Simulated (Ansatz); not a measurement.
C2H8O3Si2 (`C=C[Si](O)(O)O[SiH3]`), relaxed with RKS PBE0-D4/def2-TZVP in Ansatz 0.2.0 from a GFN2-xTB geometry. The force threshold is 0.005 eV/Å; the program also tests the step.

The species carries charge 0 and has multiplicity 1.

Start:

```xyz
15

C    -2.020    1.639    0.632
C    -1.220    0.592    0.755
Si    0.577    0.539    0.212
O     1.064    1.796   -0.701
O     1.483    0.540    1.551
O     0.825   -0.809   -0.674
Si    0.651   -2.392   -0.942
H    -3.050    1.625    0.957
H    -1.675    2.566    0.204
H    -1.622   -0.311    1.196
H     0.739    1.881   -1.592
H     2.412    0.751    1.493
H     1.722   -2.698   -1.888
H    -0.680   -2.594   -1.517
H     0.793   -3.126    0.316
```

```csv
step,energy (eV),largest force (eV/Å),largest move (Å)
1,-24093.9802,0.731,0.000
2,-24094.0576,0.313,0.085
3,-24094.0673,0.097,0.040
4,-24094.0734,0.158,0.096
5 (rejected),-24094.0327,1.673,0.153
6,-24094.0757,0.166,0.076
7,-24094.0789,0.069,0.018
8,-24094.0807,0.056,0.072
9,-24094.0816,0.060,0.063
10,-24094.0820,0.075,0.013
11,-24094.0823,0.078,0.009
15,-24094.0831,0.026,0.026
19,-24094.0833,0.010,0.006
23,-24094.0836,0.021,0.005
27,-24094.0838,0.013,0.018
31,-24094.0841,0.027,0.025
35,-24094.0848,0.006,0.022
39,-24094.0853,0.009,0.006
43,-24094.0856,0.004,0.025
47,-24094.0870,0.017,0.061
51,-24094.0878,0.039,0.099
55,-24094.0891,0.044,0.100
59,-24094.0897,0.018,0.020
63,-24094.0900,0.015,0.015
67,-24094.0900,0.010,0.007
70,-24094.0901,0.004,0.006
```

End:

```xyz
15

C    -2.044    1.642    0.361
C    -1.271    0.618    0.710
Si    0.525    0.547    0.308
O     1.044    1.906   -0.444
O     1.321    0.374    1.722
O     0.838   -0.697   -0.706
Si    0.692   -2.311   -0.930
H    -3.105    1.674    0.595
H    -1.641    2.500   -0.170
H    -1.727   -0.211    1.250
H     1.150    1.851   -1.394
H     2.269    0.517    1.722
H     0.681   -2.581   -2.389
H    -0.571   -2.811   -0.325
H     1.841   -3.018   -0.308
```

It took 3 min on 2 threads of an AMD EPYC 7R13 on a shared host and a share of an NVIDIA H100 80 GB, with 0.92 GiB of host memory at the peak.
